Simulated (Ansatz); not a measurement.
A made-up structure of MgSnH$_{3}$ (charge +1), singlet:

```tsv
atom	x (Å)	y (Å)	z (Å)
Mg1	0.5381	-1.1428	0.7856
Sn2	-0.3201	0.6765	-0.4644
H3	1.0302	-2.1803	1.4967
H4	-1.7677	0.5008	-1.3222
H5	0.5195	2.1459	-0.4958
```

It is relaxed with PBE-D4/def2-SVP and then PBE0-D4/def2-TZVP (Ansatz 0.2.0). Atoms count as bonded within 1.22 times the sum of their covalent radii (H–H: 0.88 Å). The end point is not checked to be a true minimum.

Task: Does its bonding change? (A judgement: the text doesn't fix the answer.)

Result: By the calculation: No: no bond forms or breaks.

Where it ends: The first stage lowers the energy by 1.98 eV in 7 steps. It ends as MgSnH₃ ([MgH][SnH2]), total charge +1:
```csv
atom,x (Å),y (Å),z (Å)
Mg1,0.6656,-1.4109,0.9689
Sn2,-0.3944,0.8354,-0.5737
H3,1.2706,-2.6917,1.8484
H4,-1.8297,0.8715,-1.5042
H5,0.2879,2.3956,-0.7394
```

Labels in which every atom is bracketed show which atoms are joined, not bond orders.

For scale, one of the runs: PBE0-D4/def2-TZVP relaxation, 100 basis functions, launched by `ansatz run in.yaml --threads 2 --pin off --events-out ev --progress --plain --max-ram 4352MiB`. Hardware: 2 CPU threads of an Intel Xeon Platinum 8488C, shared host. Wall time about 6 s.
